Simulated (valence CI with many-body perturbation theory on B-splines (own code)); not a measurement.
# Energy levels of Zr

Calculated by relativistic CI+MBPT: four valence electrons over a frozen Dirac-Fock core [Kr], radial functions for each j: 9 s, 9 p, 10 d, 8 f, 5 g, 3 h, 1 i, with the one-electron correlation potential Σ1, the two-electron term Σ2, the three-electron term Σ3, Breit, model QED; selected CI, second order for the rest, scaled by the run's own slope (own B-spline code, finite nucleus).

Set against measurement, 42 paired levels are off by 226 cm⁻¹ on average, the worst by 361. These come from a selection out of the NIST Handbook of Basic Atomic Spectroscopic Data. Levels without a partner in it may be off by more, other configurations by 1,000 to 4,000 cm⁻¹. Among the levels kept, up to 580 cm⁻¹ of a level comes from second order outside the variational space, and about a tenth of that is noise between levels of different J, which matters for small intervals. 1 measured level below the end of the list, from 13142 cm⁻¹ on, found no clear computed partner.

Levels 1 to 45 of 68, with energies above the lowest level, 4d2 5s2 3F_2. "Leading %" is the weight of the configuration and term that name the level; weights of strongly mixed levels are sums over their largest components and can fall short. In the jj column 3d3/2^4 stands for four electrons in 3d with j = 3/2.

```
No.  Configuration  Term  J  E (cm⁻¹)  Leading %                   Leading jj      g    Second component
  1        4d2 5s2    3F  2       0.0         87          4d3/2^2 5s^2 (67 %)  0.669                    
  2        4d2 5s2    3F  3       569         88      4d3/2 4d5/2 5s^2 (88 %)  1.083                    
  3        4d2 5s2    3F  4      1235         87          4d5/2^2 5s^2 (67 %)  1.250                    
  4        4d2 5s2    3P  0      4391         65          4d3/2^2 5s^2 (42 %)             25 % 4d3 5s 3P
  5        4d2 5s2    1D  2      4410         38      4d3/2 4d5/2 5s^2 (56 %)  1.247     32 % 4d2 5s2 3P
  6        4d2 5s2    3P  1      4569         60      4d3/2 4d5/2 5s^2 (60 %)  1.386      23 % 4d3 5s 3P
  7         4d3 5s    5F  1      4612         89      4d3/2^2 4d5/2 5s (38 %)  0.115      5 % 4d2 5s2 3P
  8         4d3 5s    5F  2      4763         96      4d3/2^2 4d5/2 5s (59 %)  1.000                    
  9         4d3 5s    5F  3      4989         97      4d3/2^2 4d5/2 5s (57 %)  1.250                    
 10         4d3 5s    5F  4      5280         97      4d3/2 4d5/2^2 5s (70 %)  1.350                    
 11        4d2 5s2    1D  2      5316         38          4d5/2^2 5s^2 (68 %)  1.250     32 % 4d2 5s2 3P
 12         4d3 5s    5F  5      5628         96      4d3/2 4d5/2^2 5s (46 %)  1.400                    
 13        4d2 5s2    1G  4      8170         71      4d3/2 4d5/2 5s^2 (54 %)  1.001      19 % 4d3 5s 1G
 14         4d3 5s    5P  1     10892         94      4d3/2^2 4d5/2 5s (51 %)  2.499                    
 15         4d3 5s    5P  2     11027         94      4d3/2 4d5/2^2 5s (38 %)  1.830                    
 16         4d3 5s    5P  3     11267         94      4d3/2 4d5/2^2 5s (59 %)  1.666                    
 17         4d3 5s    3F  2     11305         88      4d3/2^2 4d5/2 5s (48 %)  0.671                    
 18         4d3 5s    3F  3     11642         81      4d3/2^2 4d5/2 5s (52 %)  1.058       7 % 4d3 5s 3G
 19         4d3 5s    3F  4     12079         65      4d3/2 4d5/2^2 5s (57 %)  1.196      24 % 4d3 5s 3G
 20         4d3 5s    3G  3     12347         85      4d3/2 4d5/2^2 5s (59 %)  0.777       7 % 4d3 5s 3F
 21         4d3 5s    3G  4     12555         66            4d5/2^3 5s (39 %)  1.099      23 % 4d3 5s 3F
 22         4d3 5s    3G  5     12641         89      4d3/2^2 4d5/2 5s (47 %)  1.196                    
 23         4d3 5s    3D  1     14206         85            4d3/2^3 5s (41 %)  0.528                    
 24         4d3 5s    3D  2     14435         86      4d3/2 4d5/2^2 5s (44 %)  1.173                    
 25      4d2 5s 5p   5G°  2     14481         83      4d3/2^2 5s 5p1/2 (67 %)  0.375   7 % 4d2 5s 5p 3F°
 26         4d3 5s    3H  4     14599         90      4d3/2^2 4d5/2 5s (47 %)  0.806                    
 27         4d3 5s    3D  3     14776         89      4d3/2 4d5/2^2 5s (46 %)  1.334                    
 28         4d3 5s    3H  5     14793         90      4d3/2 4d5/2^2 5s (64 %)  1.038                    
 29      4d2 5s 5p   5G°  3     14891         88  4d3/2 4d5/2 5s 5p1/2 (40 %)  0.929   4 % 4d2 5s 5p 3F°
 30         4d3 5s    3H  6     14924         92      4d3/2 4d5/2^2 5s (92 %)  1.167                    
 31      4d2 5s 5p   5G°  4     15397         93  4d3/2 4d5/2 5s 5p1/2 (41 %)  1.153                    
 32         4d3 5s    3P  0     15632         69      4d3/2^2 4d5/2 5s (64 %)                13 % 4d4 3P
 33         4d3 5s    3P  1     15895         69      4d3/2 4d5/2^2 5s (35 %)  1.468         13 % 4d4 3P
 34      4d2 5s 5p   5G°  5     15982         95  4d3/2 4d5/2 5s 5p3/2 (56 %)  1.267                    
 35      4d2 5s 5p   3F°  2     16093         39      4d3/2 5s^2 5p1/2 (24 %)  0.702  17 % 4d 5s2 5p 3F°
 36         4d3 5s    3P  2     16443         74      4d3/2 4d5/2^2 5s (39 %)  1.497         13 % 4d4 3P
 37      4d2 5s 5p   5F°  1     16470         70      4d3/2^2 5s 5p1/2 (40 %)  0.122  11 % 4d2 5s 5p 3D°
 38      4d2 5s 5p   3F°  3     16629         48  4d3/2 4d5/2 5s 5p3/2 (22 %)  1.093  18 % 4d 5s2 5p 3F°
 39      4d2 5s 5p   5G°  6     16632         95      4d5/2^2 5s 5p3/2 (74 %)  1.334                    
 40      4d2 5s 5p   5F°  2     16724         77  4d3/2 4d5/2 5s 5p1/2 (28 %)  1.008   5 % 4d2 5s 5p 3D°
 41      4d2 5s 5p   5F°  3     17070         88  4d3/2 4d5/2 5s 5p1/2 (36 %)  1.252                    
 42      4d2 5s 5p   3D°  1     17161         36      4d3/2^2 5s 5p3/2 (32 %)  0.394  22 % 4d2 5s 5p 5F°
 43      4d 5s2 5p   1D°  2     17305         25      4d3/2 5s^2 5p3/2 (23 %)  0.997   9 % 4d2 5s 5p 3D°
 44      4d2 5s 5p   3F°  4     17328         59  4d3/2 4d5/2 5s 5p3/2 (34 %)  1.257  18 % 4d 5s2 5p 3F°
 45         4d3 5s    3P  1     17336         58      4d3/2^2 4d5/2 5s (38 %)  1.418     16 % 4d2 5s2 3P
```

Names give the largest LS component (configuration and term), which can be under half, so a name can repeat, a term be missing and a line seem to break the LS rules; names also repeat where a configuration has a term twice.

Where two levels of one J and parity lie close, their mixing, g and order are uncertain.

The ionisation energy to 4d2 5s 4F_3/2 of the next ion comes out as 6.6014 eV (NIST: 6.63413 eV (measured), further off than twice its uncertainty). All 68 levels together are meant to be complete up to 20877 cm⁻¹.
